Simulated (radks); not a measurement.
Results of a calculation; reference values are marked as such.
Species: C3+. Configuration: [He] 2s1. Code: a radial shooting solver on a logarithmic mesh with Libxc functionals. Model: non-relativistic Kohn-Sham, LDA (Slater exchange, Perdew-Wang correlation), spin-polarised, spherical densities, point nucleus; open shells are filled with parallel spins first.

Normalised radial functions P(r) = r R(r), r in bohr:

```
   r/bohr * 1s down (the largest magnitude, 1.73, reaches the edge; | marks zero)
  0.02275 |                *
  0.02779 |                    *
  0.03367 |                       *
  0.04113 |                           *
  0.05023 |                                *
  0.06135 |                                    *
  0.07494 |                                         *
  0.09153 |                                              *
   0.1118 |                                                  *
   0.1365 |                                                     *
   0.1668 |                                                      *
   0.2037 |                                                     *
   0.2488 |                                                   *
   0.3039 |                                             *
   0.3682 |                                      *
   0.4497 |                              *
   0.5493 |                     *
   0.6709 |             *
   0.8195 |       *
    1.001 |   *
    1.222 |*
    1.493 *
    1.824 *
    2.228 *
    2.721 *
    3.323 *
    4.059 *
```

1s down: eigenvalue -328.23 eV, 0 radial nodes, <r> = 0.271 bohr, 90 % of the charge inside 0.486 bohr.
